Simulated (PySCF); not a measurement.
C₃H₈STe, SMILES CC[Te]SC. Geometry optimised at PBE-D3(BJ)/def2-SVP. The def2 effective core potentials stand for the cores of Te; spin–orbit coupling is left out. Other conformers were not sampled.

Computed equilibrium geometry at PBE-D3(BJ)/def2-SVP (PySCF confirms it by a frequency run) as a Z-matrix (one conformer of several):
```
C
H 1 1.1088
H 1 1.1098 2 108.22
H 1 1.1113 2 108.07 3 -116.13
C 1 1.5184 2 111.89 4 -121.99
H 5 1.1069 1 112.28 2 177.32
H 5 1.1103 6 108.12 1 125.20
Te 5 2.2076 6 106.01 7 110.14
S 8 2.4258 5 97.31 6 75.24
C 9 1.8347 8 103.60 5 93.30
H 10 1.1063 9 111.31 8 60.26
H 10 1.1064 11 110.04 9 124.34
H 10 1.1095 11 108.98 12 119.64
```
